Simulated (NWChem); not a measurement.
Molecule: SnH$_{2}$S$_{2}$, singlet; SMILES [SH][Sn][SH]

```xyz
5

Sn     0.0000     0.0000     0.6684
S      1.7589     0.0000    -1.0370
H      2.7503     0.0000    -0.1176
S     -1.7589     0.0000    -1.0370
H     -2.7503     0.0000    -0.1176
```
Atoms are numbered in this order, from 1.

All runs: NWChem. Low-valent species are run as closed-shell singlets; no triplet was tried in these runs. Geometry: optimised at PBE0/def2-SVP. def2 effective core potentials on Sn; no spin-orbit coupling. LC-ωPBE (HJS hole) with def2-SVP; x = 1 − exp(−ω/0.25 bohr⁻¹) is a scale chosen for this fit.

```
row           x  −ε(HOMO) (eV)
--------  -----  -------------
ω = 0.15  0.451           7.95
ω = 0.25  0.632           8.72
ω = 0.35  0.753       withheld
ω = 0.40  0.798           9.40
```

### Question
Fit a straight line of the last column on the one before it, predict the withheld value, and compare with the run.

### Answer

1. Means of the 3 shown rows: x = 0.6270, y = 8.690. Slope Σ(x − x̄)(y − ȳ)/Σ(x − x̄)² = 0.2518/0.06024 = 4.180; intercept 6.069.
2. The shown rows scatter about the line by 0.006 (root mean square); the largest residual is +0.01, at ω = 0.25.
3. At x = 0.753 (ω = 0.35; inside the shown range) the line gives 9.22.
4. The run gives 9.22, 0.00 from the line.
